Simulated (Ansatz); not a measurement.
CH6BNSi can be A, `B1CN[SiH2]1`, or B, `B[SiH2]N=C`.

Gas-phase electronic energies from Ansatz, PBE0-D4/def2-TZVP geometries. CCSD(T)/CBS is the MP2 limit (def2-TZVPP, def2-QZVPP) plus CCSD(T) − MP2 in def2-TZVPP, frozen cores. Functionals use def2-TZVPP. B3LYP here is the variant with VWN-RPA as its local correlation; programs differ in this. Each species was taken in one conformer, which may not be the lowest.

A:

```xyz
10

B     0.6487    0.3808   -1.0213
C    -0.7345    0.7731   -0.3676
N    -0.7028   -0.1501    0.7717
Si    0.8131   -0.9339    0.5051
H     1.1604    0.8204   -2.0025
H    -0.7708    1.8400   -0.0887
H    -1.5786    0.6137   -1.0598
H    -1.4494   -0.1884    1.4427
H     0.7624   -2.4079    0.2545
H     1.8515   -0.7478    1.5659
```

B:

```xyz
10

B     0.826   -1.907    0.159
Si   -0.166   -0.363   -0.646
N    -0.862    0.690    0.562
C    -0.585    1.910    0.682
H     1.347   -2.703   -0.568
H     0.924   -2.083    1.337
H    -1.296   -0.901   -1.456
H     0.744    0.393   -1.573
H    -1.052    2.510    1.473
H     0.119    2.454    0.031
```

Q: Which is lower in electronic energy at CCSD(T)/CBS, and by how much? (An estimate is asked.)

A: The calculation gave: A, by 8.2 kcal/mol.

Q: Give E(B) − E(A) in kcal/mol with PBE-D4, BLYP-D4, B3LYP-D4, MP2/def2-TZVPP, PBE0-D4, B3LYP, HF/def2-TZVPP. (An estimate is asked.)

A: Ansatz gave: PBE-D4 10.0, BLYP-D4 2.8, B3LYP-D4 5.3, MP2/def2-TZVPP 9.1, PBE0-D4 12.1, B3LYP 4.8, HF/def2-TZVPP 1.0. None reverses the order clearly.

Q: Does the order hold for the free energy at 298.15 K (harmonic terms from PBE0-D4)? (Estimate.)

A: Ansatz gave: Yes: G(B) − G(A) = +4.6 kcal/mol, for one conformer each.

Largest T1 diagnostic: 0.013.

At CCSD(T), def2-SVP lies −2.7 kcal/mol from the extrapolated value and def2-TZVPP −1.7 kcal/mol. In def2-TZVPP, CCSD(T) changes the Hartree–Fock value by +5.5 kcal/mol (the triples alone add −0.1 kcal/mol) and MP2 by +8.0 kcal/mol.
